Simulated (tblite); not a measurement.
Compound: C6H9O2 (doublet state).
Atom-mapped SMILES: `[CH2:1]=[C:2]1[CH2:3][CH2:4][C@@H:5]1[C:6]([OH:7])[OH:8]` (hydrogens: H9, H10 on C1; H11, H12 on C3; H13, H14 on C4; H15 on C5; H16 on O7; H17 on O8)
Bond orders are those of one Lewis drawing.

Computed with GFN2-xTB (tblite), gas phase: L-BFGS steps from a force-field or distance-geometry start until the largest atomic force falls under 0.01 eV/Å.

At the end of the run (lengths in Å): C4–H13 1.086, C5–C6 1.479, C6–O8 1.380, C1=C2 1.319, C2–C5 1.523, C3–H11 1.089, O8–H17 0.966, C4–C5–C6 117.4°, O7–C6–O8 113.7°, C2–C5–C6 117.1°, C2–C5–C4 87.3°, C1–C2–C3–C4 -163°, C2–C3–C4–C5 -8°, C3–C4–C5–C6 127°, H15–C5–C6–O7 11°, H11–C3–C2–C1 82°.

Question: These geometries were met on the way; a selection of coordinates is given. Order them by energy above the end point, lowest first.
A. C4–H13 1.086, C5–C6 1.482, C6–O8 1.383, C1=C2 1.320, C2–C5 1.515, C3–H11 1.092, O8–H17 0.965, C4–C5–C6 116.5°, O7–C6–O8 113.6°, C2–C5–C6 121.2°, C2–C5–C4 87.2°, C1–C2–C3–C4 -161°, C2–C3–C4–C5 -11°, C3–C4–C5–C6 134°, H15–C5–C6–O7 -14°, H11–C3–C2–C1 84°
B. C4–H13 1.086, C5–C6 1.485, C6–O8 1.385, C1=C2 1.318, C2–C5 1.516, C3–H11 1.089, O8–H17 0.965, C4–C5–C6 113.5°, O7–C6–O8 116.2°, C2–C5–C6 113.2°, C2–C5–C4 86.5°, C1–C2–C3–C4 155°, C2–C3–C4–C5 16°, C3–C4–C5–C6 98°, H15–C5–C6–O7 -64°, H11–C3–C2–C1 36°
C. C4–H13 1.088, C5–C6 1.501, C6–O8 1.385, C1=C2 1.320, C2–C5 1.508, C3–H11 1.088, O8–H17 0.965, C4–C5–C6 114.0°, O7–C6–O8 112.6°, C2–C5–C6 113.6°, C2–C5–C4 88.3°, C1–C2–C3–C4 176°, C2–C3–C4–C5 5°, C3–C4–C5–C6 110°, H15–C5–C6–O7 -48°, H11–C3–C2–C1 57°
D. C4–H13 1.117, C5–C6 1.486, C6–O8 1.362, C1=C2 1.337, C2–C5 1.535, C3–H11 1.105, O8–H17 0.979, C4–C5–C6 114.2°, O7–C6–O8 118.5°, C2–C5–C6 115.4°, C2–C5–C4 83.3°, C1–C2–C3–C4 159°, C2–C3–C4–C5 19°, C3–C4–C5–C6 96°, H15–C5–C6–O7 -64°, H11–C3–C2–C1 43°
E. C4–H13 1.087, C5–C6 1.497, C6–O8 1.386, C1=C2 1.318, C2–C5 1.507, C3–H11 1.087, O8–H17 0.963, C4–C5–C6 111.4°, O7–C6–O8 113.1°, C2–C5–C6 112.8°, C2–C5–C4 87.5°, C1–C2–C3–C4 159°, C2–C3–C4–C5 16°, C3–C4–C5–C6 98°, H15–C5–C6–O7 -51°, H11–C3–C2–C1 38°

Answer: A (0.049 eV), C (0.083 eV), E (0.135 eV), B (0.220 eV), D (0.359 eV).

| step | E above end (eV) | rms distance from the end, all atoms (Å) | largest force (eV/Å) | rms shift of all bonds from the end (Å) |
| --- | --- | --- | --- | --- |
| 98 | 0.049 | 0.279 | 0.178 | 0.003 |
| 57 | 0.083 | 0.614 | 0.063 | 0.007 |
| 23 | 0.135 | 0.791 | 0.121 | 0.006 |
| 4 | 0.220 | 0.825 | 0.256 | 0.004 |
| 0 | 0.359 | 0.830 | 1.606 | 0.012 |

Rows stand in the order of the answer.
